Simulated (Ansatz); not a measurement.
Gas-phase electronic energies from Ansatz, PBE0-D4/def2-TZVP geometries. CCSD(T)/CBS adds triple-zeta CCSD(T) − MP2 to the extrapolated MP2 energy (def2 sets, frozen cores). This one scheme is used for every species. DFT in def2-TZVPP. HSE06 is defined as in plane-wave codes. Triplets are unrestricted, without spin–orbit coupling. Each species was taken in one conformer, which may not be the lowest.

Reaction (formal loss of a carbene): `BN(C)CC=C` → `BNCC=C` + `[CH2]` (triplet)

`BN(C)CC=C`:

Z-matrix (Å, degrees):
```
C
N 1 1.449
H 1 1.096 2 110.6
H 1 1.089 2 109.5 3 -119.8
H 1 1.094 2 111.2 3 119.8
C 2 1.447 1 113.9 3 -62.9
B 2 1.386 1 123.4 3 117.3
C 6 1.500 2 115.0 1 -77.3
H 6 1.099 2 109.3 1 45.4
H 6 1.094 2 108.5 1 160.8
H 7 1.198 2 118.8 1 -178.9
H 7 1.197 2 119.1 1 0.9
C 8 1.324 6 125.8 2 -12.3
H 8 1.088 6 114.7 2 169.0
H 13 1.085 8 121.4 6 0.9
H 13 1.083 8 121.2 6 -178.7
```

`BNCC=C`:

Cartesian coordinates in Å:
```
B -0.418 -1.220 -2.023
N 0.042 -0.966 -0.743
C 0.500 0.304 -0.217
C -0.341 0.776 0.926
C 0.125 1.030 2.140
H -0.778 -2.328 -2.298
H -0.442 -0.323 -2.818
H 0.052 -1.708 -0.058
H 0.459 1.025 -1.038
H 1.546 0.234 0.104
H -1.401 0.894 0.712
H 1.178 0.910 2.375
H -0.522 1.373 2.939
```

`[CH2]` (triplet):

Cartesian coordinates in Å:
```
C -0.225 -0.159 0.017
H 0.630 -0.689 -0.374
H -0.405 0.848 0.357
```

| level | ΔE (eV) | difference from CCSD(T)/CBS |
| --- | --- | --- |
| PBE-D4 | 4.33 | 0.06 |
| r2SCAN-D4 | 4.02 | -0.25 |
| B97M-V | 4.25 | -0.02 |
| r2SCAN0-D4 | 3.98 | -0.29 |
| HSE06-D4 | 4.23 | -0.04 |
| MP2/def2-SVP | 4.20 | -0.07 |
| CCSD(T)/def2-SVP | 4.12 | -0.15 |
| MP2/def2-TZVPP | 4.30 | 0.03 |
| SCS-MP2/def2-TZVPP | 4.29 | 0.02 |
| CCSD(T)/def2-TZVPP | 4.17 | -0.10 |
| CCSD(T)/CBS | 4.27 | 0 |

Largest T1 diagnostic among the species: 0.012.

At CCSD(T), def2-SVP lies −0.14 eV from the extrapolated value and def2-TZVPP −0.10 eV. In def2-TZVPP, CCSD(T) changes the Hartree–Fock value by +1.53 eV (the triples alone add +0.14 eV) and MP2 by +1.67 eV. From BLYP to BHLYP (50 % exact exchange), in def2-TZVPP and without D4, ΔE moves by −0.04 eV.

CCSD(T)/CBS has its own doubt, a few kJ/mol and more with outer-core shells, so smaller differences from it don't rank the levels.
